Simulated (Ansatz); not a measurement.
Consider the formal loss of a carbene: `CC[Si]Br` → `C[Si]Br` + `[CH2]` (triplet).

Isolated molecules relaxed with PBE0-D4/def2-TZVP in Ansatz; ΔE leaves out vibrations. CCSD(T)/CBS is the MP2 limit (def2-TZVPP, def2-QZVPP) plus CCSD(T) − MP2 in def2-TZVPP, frozen cores. This one scheme is used for every species. DFT in def2-TZVPP. Triplets are unrestricted, without spin–orbit coupling. For Br outer-core shells are correlated without core-valence functions, which leaves a few kJ/mol of doubt a bond. Scalar relativity is left out up to krypton. Each species was taken in one conformer, which may not be the lowest.

`CC[Si]Br`:

Z-matrix (Å, degrees):
```
C
C 1 1.518
H 1 1.092 2 111.2
H 1 1.093 2 111.5 3 120.5
H 1 1.092 2 111.2 3 -119.0
Si 2 1.893 1 124.2 3 59.5
H 2 1.104 1 111.3 3 -177.4
H 2 1.104 1 111.2 3 -63.4
Br 6 2.262 2 102.0 1 -0.4
```

`C[Si]Br`:

Cartesian coordinates in Å:
```
C -0.116 -0.605 -0.077
Si 0.055 1.014 -1.032
Br 0.498 2.381 0.718
H 0.817 -0.832 0.453
H -0.354 -1.435 -0.747
H -0.899 -0.523 0.685
```

`[CH2]` (triplet):

Z-matrix (Å, degrees):
```
C
H 1 1.079
H 1 1.079 2 134.9
```

| level | ΔE (kJ/mol) |
| --- | --- |
| ωB97M-V | 425.8 |
| B2PLYP | 412.9 |
| PBE-QIDH | 420.4 |
| MP2/def2-SVP | 419.7 |

(1) What does CCSD(T)/CBS give? (Best estimate.)

Largest T1 diagnostic among the species: 0.011.

Results:

(1) Computed: +424.8 kJ/mol. The listed levels differ from it by 1.0, -11.9, -4.4, -5.1 kJ/mol.

In def2-TZVPP, CCSD(T) changes the Hartree–Fock value by +140.4 kJ/mol (the triples alone add +11.9 kJ/mol) and MP2 by +154.1 kJ/mol. From BLYP to BHLYP (50 % exact exchange), in def2-TZVPP and without D4, ΔE moves by −5.2 kJ/mol. The D4 term adds +12.1 kJ/mol with B3LYP and +6.6 kJ/mol with PBE0; it sums over pairs of atoms, weighted by their polarisabilities, and B3LYP, whose exchange is more repulsive, gets the larger term.

B3LYP here is the variant with VWN-RPA as its local correlation; programs differ in this.

CCSD(T)/CBS has its own doubt, a few kJ/mol and more with outer-core shells, so smaller differences from it don't rank the levels.
